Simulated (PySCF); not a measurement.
GeI₄, charge -1, doublet, geometry from GFN2-xTB (a state made from the parent by changing its charge; the spin is typed, not shown lowest) (all electrons, no relativity) (in this run its highest filled SCF level lies above zero, so its values depend strongly on the basis, on diffuse functions most of all); PW6B95/STO-3G run with PySCF.

Here is a job for PySCF.
```python
from pyscf import gto, scf, dft

mol = gto.M(
    atom='''
I    -1.014982    2.443079   -0.830700
Ge   -0.000000   -0.000000   -0.000000
I    -1.893175   -1.980620   -0.426521
I     0.614775    0.124737    2.700996
I     2.293382   -0.587195   -1.443775
''',
    basis='sto-3g',
    charge=-1,
    spin=1,
    verbose=4,
)

mf = dft.UKS(mol)
mf.xc = 'pw6b95'
mf.kernel()
mf.analyze()
```

**Question.** Write the output that PySCF gives for this input, abridged.

**Answer.** 
```
PySCF version 2.14.0

[INPUT] verbose = 4
[INPUT] num. atoms = 5
[INPUT] num. electrons = 245
[INPUT] charge = -1
[INPUT] spin (= nelec alpha-beta = 2S) = 1
[INPUT] symmetry False subgroup None
[INPUT] Mole.unit = angstrom
[INPUT] Symbol           X                Y                Z      unit          X                Y                Z       unit  Magmom
[...]
nuclear repulsion = 3264.30391943604
number of shells = 52
number of NR pGTOs = 378
number of NR cGTOs = 126
basis = sto-3g
ecp = {}

******** <class 'pyscf.dft.uks.UKS'> ********
method = UKS
initial guess = minao
damping factor = 0
level_shift factor = 0
DIIS = <class 'pyscf.scf.diis.CDIIS'>
diis_start_cycle = 1
diis_space = 8
diis_damp = 0
SCF conv_tol = 1e-09
SCF conv_tol_grad = None
SCF max_cycles = 50
direct_scf = True
direct_scf_tol = 1e-13
number electrons alpha = 123  beta = 122
XC library pyscf.dft.libxc version 7.1.2
    S. Lehtola, C. Steigemann, M. J. T. Oliveira, and M. A. L. Marques,  SoftwareX 7, 1–5 (2018)
XC functionals = pw6b95
    Y. Zhao and D. G. Truhlar,  J. Phys. Chem. A 109, 5656 (2005)
radial grids:
    Treutler-Ahlrichs [JCP 102, 346 (1995); DOI:10.1063/1.469408] (M4) radial grids

becke partition: Becke, JCP 88, 2547 (1988); DOI:10.1063/1.454033
pruning grids: <function nwchem_prune>
grids dens level: 3
symmetrized grids: False
atomic radii adjust function: <function treutler_atomic_radii_adjust>
small_rho_cutoff = 0
Set gradient conv threshold to 3.16228e-05
tot grids = 108472
init E= -29384.274144189

cycle= 1 E= -29474.2709559644  delta_E=  -90  |g|= 0.275  |ddm|= 2.45
cycle= 2 E= -29474.2942396852  delta_E= -0.0233  |g|= 0.179  |ddm|= 1.05
cycle= 3 E= -29474.3332101689  delta_E= -0.039  |g|= 0.0537  |ddm|= 0.596
cycle= 4 E= -29474.3368369562  delta_E= -0.00363  |g|= 0.00134  |ddm|= 0.134
cycle= 5 E= -29474.3368423268  delta_E= -5.37e-06  |g|= 0.000378  |ddm|= 0.00752
cycle= 6 E= -29474.3368426392  delta_E= -3.12e-07  |g|= 4.84e-05  |ddm|= 0.00185
cycle= 7 E= -29474.3368426477  delta_E= -8.42e-09  |g|= 1.38e-05  |ddm|= 0.000342
cycle= 8 E= -29474.3368426479  delta_E= -2.8e-10  |g|= 1.12e-06  |ddm|= 5.7e-05
Extra cycle  E= -29474.3368426479  delta_E= 3.64e-12  |g|= 1.02e-06  |ddm|= 6.43e-06
converged SCF energy = -29474.3368426479  <S^2> = 0.75209723  2S+1 = 2.0020961
**** SCF Summaries ****
Total Energy =                      -29474.336842647931917
Nuclear Repulsion Energy =            3264.303919436036267
One-electron Energy =               -47218.175827389888582
[...]
spin_pop of  3 I 3py      -0.00000
spin_pop of  3 I 3pz       0.00001
spin_pop of  3 I 4px       0.00000
spin_pop of  3 I 4py      -0.00000
spin_pop of  3 I 4pz       0.00009
spin_pop of  3 I 5px       0.00861
spin_pop of  3 I 5py      -0.00083
spin_pop of  3 I 5pz       0.18877
spin_pop of  3 I 3dxy     -0.00000
spin_pop of  3 I 3dyz     -0.00000
spin_pop of  3 I 3dz^2     0.00000
spin_pop of  3 I 3dxz      0.00000
spin_pop of  3 I 3dx2-y2    0.00000
spin_pop of  3 I 4dxy     -0.00000
spin_pop of  3 I 4dyz     -0.00000
spin_pop of  3 I 4dz^2     0.00004
spin_pop of  3 I 4dxz      0.00001
spin_pop of  3 I 4dx2-y2    0.00000
spin_pop of  4 I 1s        0.00000
spin_pop of  4 I 2s        0.00000
spin_pop of  4 I 3s        0.00000
spin_pop of  4 I 4s        0.00000
spin_pop of  4 I 5s        0.00486
spin_pop of  4 I 2px       0.00000
spin_pop of  4 I 2py       0.00000
spin_pop of  4 I 2pz       0.00000
spin_pop of  4 I 3px       0.00000
spin_pop of  4 I 3py       0.00000
spin_pop of  4 I 3pz       0.00000
spin_pop of  4 I 4px       0.00006
spin_pop of  4 I 4py       0.00000
spin_pop of  4 I 4pz       0.00003
spin_pop of  4 I 5px       0.13575
spin_pop of  4 I 5py       0.00774
spin_pop of  4 I 5pz       0.05305
spin_pop of  4 I 3dxy      0.00000
spin_pop of  4 I 3dyz      0.00000
spin_pop of  4 I 3dz^2     0.00000
spin_pop of  4 I 3dxz      0.00000
spin_pop of  4 I 3dx2-y2    0.00000
spin_pop of  4 I 4dxy      0.00000
spin_pop of  4 I 4dyz      0.00000
spin_pop of  4 I 4dz^2     0.00000
spin_pop of  4 I 4dxz      0.00002
spin_pop of  4 I 4dx2-y2    0.00001
 ** Mulliken Spin Density (per atom)  **
spin density of  0 I =      0.20156
spin density of  1 Ge =      0.19380
spin density of  2 I =      0.20155
spin density of  3 I =      0.20155
spin density of  4 I =      0.20156
 ** Mulliken pop alpha/beta on meta-lowdin orthogonal AOs **
 ** Mulliken pop       alpha | beta **
In total           123.00000 | 122.00000
 ** Mulliken atomic charges   ( Nelec_alpha | Nelec_beta ) **
charge of  0I =     -0.31915  (    26.76035     26.55880 )
charge of  1Ge =      0.27659  (    15.95860     15.76481 )
charge of  2I =     -0.31915  (    26.76035     26.55880 )
charge of  3I =     -0.31915  (    26.76035     26.55880 )
charge of  4I =     -0.31915  (    26.76035     26.55880 )

WARN: System has nonzero charge -1; the dipole moment is origin-dependent.
Location of origin: [0. 0. 0.]

Dipole moment(X, Y, Z, Debye):  0.00001, -0.00001, -0.00000
```
